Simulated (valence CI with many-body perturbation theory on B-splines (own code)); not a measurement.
Level structure of Ir⁴⁴⁺

Calculated by valence CI with perturbative core correlation (CI+MBPT): five valence electrons over a frozen Dirac-Fock core [Ar] 3d10, a basis of 9 s, 9 p, 8 d, 6 f, 3 g, 1 h functions for each j, with the one-electron correlation potential Σ1, the two-electron term Σ2, the three-electron term Σ3, Breit, model QED; selected CI, second order for the rest, scaled by the run's own slope (own B-spline code, finite nucleus).

The last digits are not significant, and no measured levels were compared; by estimate large intervals hold to a few tenths of a per cent, small ones and those within an open d or f shell to about a per cent. Among the levels kept, up to 670 cm⁻¹ of a level comes from second order outside the variational space, and about a tenth of that is noise between levels of different J, which matters for small intervals.

Levels 1 to 36 of 36, with energies above the lowest level, (4s^2 4p1/2^2 4p3/2) J=3/2. "Leading %" is the weight of the configuration and term that name the level; weights of strongly mixed levels are sums over their largest components and can fall short, so below about 35 % the name and the second component can differ from the true leading terms, or belong to a minority configuration. In the jj column 3d3/2^4 stands for four electrons in 3d with j = 3/2.

| No. | Configuration | Term | J | E (eV) | Leading % | g | Second component | Leading jj |
| --- | --- | --- | --- | --- | --- | --- | --- | --- |
| 1 | 4s2 4p3 | 2P° | 3/2 | 0.00 | 47 | 1.358 | 27 % 4s2 4p3 2D° | 4s^2 4p1/2^2 4p3/2 (99 %) |
| 2 | 4s2 4p3 | 4S° | 3/2 | 111.45 | 55 | 1.457 | 44 % 4s2 4p3 2D° | 4s^2 4p1/2 4p3/2^2 (99 %) |
| 3 | 4s2 4p3 | 2D° | 5/2 | 117.22 | 99 | 1.195 |  | 4s^2 4p1/2 4p3/2^2 (99 %) |
| 4 | 4s2 4p3 | 2P° | 1/2 | 124.51 | 99 | 0.658 |  | 4s^2 4p1/2 4p3/2^2 (99 %) |
| 5 | 4s2 4p2 4d | 2D | 3/2 | 164.69 | 39 | 0.786 | 35 % 4s2 4p2 4d 4F | 4s^2 4p1/2^2 4d3/2 (98 %) |
| 6 | 4s2 4p2 4d | 2D | 5/2 | 195.11 | 28 | 1.238 | 19 % 4s2 4p2 4d 4D | 4s^2 4p1/2^2 4d5/2 (88 %) |
| 7 | 4s 4p4 | 4P | 5/2 | 219.08 | 63 | 1.441 | 23 % 4s 4p4 2D | 4s 4p1/2^2 4p3/2^2 (86 %) |
| 8 | 4s 4p4 | 2S | 1/2 | 233.34 | 58 | 2.097 | 29 % 4s 4p4 4P | 4s 4p1/2^2 4p3/2^2 (93 %) |
| 9 | 4s 4p4 | 2P | 3/2 | 235.36 | 40 | 1.173 | 33 % 4s 4p4 2D | 4s 4p1/2^2 4p3/2^2 (88 %) |
| 10 | 4s2 4p3 | 2P° | 3/2 | 237.01 | 52 | 1.305 | 28 % 4s2 4p3 2D° | 4s^2 4p3/2^3 (98 %) |
| 11 | 4s2 4p2 4d | 2F | 5/2 | 275.44 | 46 | 0.960 | 46 % 4s2 4p2 4d 4F | 4s^2 4p1/2 4p3/2 4d3/2 (98 %) |
| 12 | 4s2 4p2 4d | 4F | 3/2 | 275.90 | 37 | 0.911 | 27 % 4s2 4p2 4d 4D | 4s^2 4p1/2 4p3/2 4d3/2 (97 %) |
| 13 | 4s2 4p2 4d | 4D | 1/2 | 276.14 | 80 | 0.199 | 15 % 4s2 4p2 4d 2P | 4s^2 4p1/2 4p3/2 4d3/2 (98 %) |
| 14 | 4s2 4p2 4d | 2G | 7/2 | 281.27 | 49 | 1.041 | 26 % 4s2 4p2 4d 2F | 4s^2 4p1/2 4p3/2 4d3/2 (96 %) |
| 15 | 4s2 4p2 4d | 2D | 5/2 | 296.69 | 34 | 1.195 | 23 % 4s2 4p2 4d 2F | 4s^2 4p1/2 4p3/2 4d3/2 (88 %) |
| 16 | 4s2 4p2 4d | 2D | 3/2 | 298.14 | 34 | 1.197 | 26 % 4s2 4p2 4d 2P | 4s^2 4p1/2 4p3/2 4d3/2 (89 %) |
| 17 | 4s2 4p2 4d | 2P | 1/2 | 299.14 | 37 | 1.704 | 36 % 4s2 4p2 4d 4P | 4s^2 4p1/2 4p3/2 4d3/2 (94 %) |
| 18 | 4s2 4p2 4d | 4D | 7/2 | 300.37 | 48 | 1.310 | 36 % 4s2 4p2 4d 4F | 4s^2 4p1/2 4p3/2 4d5/2 (99 %) |
| 19 | 4s2 4p2 4d | 2P | 3/2 | 304.01 | 41 | 1.409 | 24 % 4s2 4p2 4d 4P | 4s^2 4p1/2 4p3/2 4d5/2 (85 %) |
| 20 | 4s2 4p2 4d | 2G | 9/2 | 306.84 | 61 | 1.192 | 38 % 4s2 4p2 4d 4F | 4s^2 4p1/2 4p3/2 4d5/2 (99 %) |
| 21 | 4s2 4p2 4d | 2D | 5/2 | 307.06 | 32 | 1.148 | 26 % 4s2 4p2 4d 2F | 4s^2 4p1/2 4p3/2 4d5/2 (88 %) |
| 22 | 4s2 4p2 4d | 2F | 7/2 | 320.98 | 55 | 1.116 | 21 % 4s2 4p2 4d 2G | 4s^2 4p1/2 4p3/2 4d5/2 (93 %) |
| 23 | 4s2 4p2 4d | 2D | 5/2 | 321.01 | 36 | 1.247 | 31 % 4s2 4p2 4d 4P | 4s^2 4p1/2 4p3/2 4d5/2 (90 %) |
| 24 | 4s2 4p2 4d | 2D | 3/2 | 323.31 | 59 | 0.943 | 16 % 4s2 4p2 4d 2P | 4s^2 4p1/2 4p3/2 4d5/2 (92 %) |
| 25 | 4s2 4p2 4d | 2P | 1/2 | 324.56 | 51 | 1.259 | 36 % 4s2 4p2 4d 2S | 4s^2 4p1/2 4p3/2 4d5/2 (91 %) |
| 26 | 4s 4p4 | 4P | 3/2 | 338.40 | 62 | 1.474 | 16 % 4s 4p4 2D | 4s 4p1/2 4p3/2^3 (80 %) |
| 27 | 4s 4p4 | 2D | 5/2 | 346.38 | 64 | 1.285 | 21 % 4s 4p4 4P | 4s 4p1/2 4p3/2^3 (84 %) |
| 28 | 4s 4p4 | 2P | 1/2 | 357.14 | 52 | 1.333 | 31 % 4s 4p4 4P | 4s 4p1/2 4p3/2^3 (84 %) |
| 29 | 4s 4p4 | 2P | 3/2 | 357.86 | 46 | 1.093 | 38 % 4s 4p4 2D | 4s 4p1/2 4p3/2^3 (87 %) |
| 30 | 4s2 4p2 4f | 4G° | 5/2 | 376.32 | 20 | 0.929 | 18 % 4s2 4p2 4f 2F° | 4s^2 4p1/2^2 4f5/2 (61 %) |
| 31 | 4s 4p3 4d | 6D° | 3/2 | 380.05 | 27 | 1.317 | 19 % 4s 4p3 4d 4D° | 4s 4p1/2^2 4p3/2 4d3/2 (96 %) |
| 32 | 4s 4p3 4d | 4P° | 1/2 | 380.15 | 45 | 2.473 | 33 % 4s 4p3 4d 6D° | 4s 4p1/2^2 4p3/2 4d3/2 (96 %) |
| 33 | 4s 4p3 4d | 4D° | 5/2 | 380.24 | 18 | 1.212 | 17 % 4s 4p3 4d 6D° | 4s 4p1/2^2 4p3/2 4d3/2 (74 %) |
| 34 | 4s 4p3 4d | 4F° | 7/2 | 380.94 | 19 | 1.231 | 13 % 4s 4p3 4d 6D° | 4s 4p1/2^2 4p3/2 4d3/2 (68 %) |
| 35 | 4s2 4p2 4f | 2F° | 7/2 | 391.66 | 20 | 1.215 | 13 % 4s2 4p2 4f 4D° | 4s^2 4p1/2^2 4f7/2 (67 %) |
| 36 | 4s 4p3 4d | 2D° | 3/2 | 393.37 | 27 | 0.993 | 16 % 4s 4p3 4d 4F° | 4s 4p1/2^2 4p3/2 4d3/2 (83 %) |

The ionisation energy to 4s2 4p2 3P_0 of the next ion comes out as 2260.2 eV (NIST: 2258 ± 4 eV (theoretical)). All 36 levels together are meant to be complete up to 395.25 eV.
